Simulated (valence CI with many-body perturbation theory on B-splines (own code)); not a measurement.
The numbers below are computed, except where a source is named.
# Br²⁹⁺: magnetic and hyperfine properties of the levels

Method: relativistic CI+MBPT: four valence electrons over a frozen Dirac-Fock core [He], a basis of 11 s, 11 p, 10 d, 8 f, 5 g, 2 h functions for each j, with the one-electron correlation potential Σ1, the two-electron term Σ2, the three-electron term Σ3, Breit, model QED; selected CI, second order for the rest, scaled by the run's own slope (own B-spline code, finite nucleus).

No measured spectrum was set against this ion. As an estimate, large intervals hold to a few tenths of a per cent, small ones and those within an open d or f shell to about a per cent. Among the levels kept, up to 1100 cm⁻¹ of a level comes from second order outside the variational space, and about a tenth of that is noise between levels of different J, which matters for small intervals.

A/g_I is the dipole constant over the nuclear g factor μ/I (μ in nuclear magnetons, uniformly magnetised nucleus), B/Q the quadrupole constant per barn. Both hold the static response of the core; the bare values leave it out. Large factors of s and p1/2 electrons are usually good to 5 to 10 %; those of open d and f shells near neutrality can be off by tens of per cent, and small factors of p3/2, d and f electrons come from cancelling terms and can be off by a factor of two or in sign, in half-filled shells by more. B is blank for J = 1/2, where it vanishes, and for nearly pure S terms. Energies count from the lowest level. Levels with J = 0 are left out.

Levels are named by their leading jj configuration (3d3/2^4 stands for four electrons in 3d with j = 3/2), which in mixed levels can hold well under half, so a name can repeat and another be missing. Letters in brackets count levels of one name in rising energy.

```
                      Level  E (eV)      g  A/g_I (MHz)  A/g_I bare  B/Q (MHz/b)  B/Q bare
     (2s^2 2p1/2 2p3/2) J=1    42.8  1.494       -11300       -6430        69600     69900
     (2s^2 2p1/2 2p3/2) J=2    52.5  1.246       153000      155000        63700     63900
         (2s^2 2p3/2^2) J=2   102.5  1.240        83700       86000        74700     74900
     (2s 2p1/2^2 2p3/2) J=2   134.3  1.861       345000      346000        37700     37900
     (2s 2p1/2^2 2p3/2) J=1   177.8  0.870      -177000     -170000       125000    125000
 (2s 2p1/2 2p3/2^2) J=2 [a]   189.5  1.346       283000      280000       168000    168000
     (2s 2p1/2 2p3/2^2) J=3   204.2  1.326       340000      337000         -326      -340
 (2s 2p1/2 2p3/2^2) J=1 [a]   229.6  1.279       223000      223000      -130000   -130000
 (2s 2p1/2 2p3/2^2) J=2 [b]   237.1  1.224        94300       98100      -135000   -135000
 (2s 2p1/2 2p3/2^2) J=1 [b]   248.9  1.575       179000      183000        21400     21500
           (2s 2p3/2^3) J=2   278.0  1.209       328000      324000       -72500    -72700
           (2s 2p3/2^3) J=1   308.7  1.248      -163000     -153000       -15700    -15800
      (2p1/2^2 2p3/2^2) J=2   355.0  1.389        64900       71300        52900     53000
        (2p1/2 2p3/2^3) J=1   402.6  1.494       -19600      -11100       -68300    -68500
        (2p1/2 2p3/2^3) J=2   414.7  1.097       161000      163000      -191000   -191000
        (2s^2 2p1/2 3s) J=1  1890.4  1.349       398000      393000        -9880     -9910
     (2s^2 2p1/2 3p1/2) J=1  1921.1  0.670       273000      270000        -2140     -2140
     (2s^2 2p1/2 3p3/2) J=1  1940.8  1.460       -41700      -40400        19300     19400
        (2s^2 2p3/2 3s) J=2  1942.2  1.494       150000      151000       141000    142000
     (2s^2 2p1/2 3p3/2) J=2  1942.5  1.174       123000      122000        31400     31500
        (2s^2 2p3/2 3s) J=1  1946.3  1.137         5970       11100        80800     81000
     (2s^2 2p1/2 3d3/2) J=2  1972.0  0.756       117000      115000        13200     13300
        (2s 2p1/2^2 3s) J=1  1974.4  2.235       659000      651000        -7160     -7180
     (2s^2 2p3/2 3p1/2) J=1  1980.6  1.425        93100       96700        62200     62400
     (2s^2 2p1/2 3d5/2) J=2  1982.9  1.262       -60000      -59500         -820      -717
     (2s^2 2p1/2 3d5/2) J=3  1983.1  1.116        73600       73000        -43.1      91.7
     (2s^2 2p3/2 3p1/2) J=2  1983.2  1.247        91400       93500       105000    106000
     (2s^2 2p1/2 3d3/2) J=1  1983.4  0.804       -78500      -77900          768       820
     (2s^2 2p3/2 3p3/2) J=3  1989.9  1.331        57400       59300       182000    183000
     (2s^2 2p3/2 3p3/2) J=1  1990.7  1.522        59300       61800       -60500    -60700
     (2s^2 2p3/2 3p3/2) J=2  2001.6  1.274       102000      103000        51000     51200
(2s 2p1/2 2p3/2 3s) J=2 [a]  2007.2  1.757       317000      316000       125000    125000
```

Take the isotope of mass number 79, with I = 3/2, μ = 2.1046 μN and Q = 0.3087 b. What is the hyperfine structure of (2s 2p1/2 2p3/2^2) J=3?

From the table A = 477000 MHz, B = -101 MHz. Shifts from the centre of gravity in MHz: F = 3/2: -2860000, F = 5/2: -1670000, F = 7/2: 50.5, F = 9/2: 2150000.
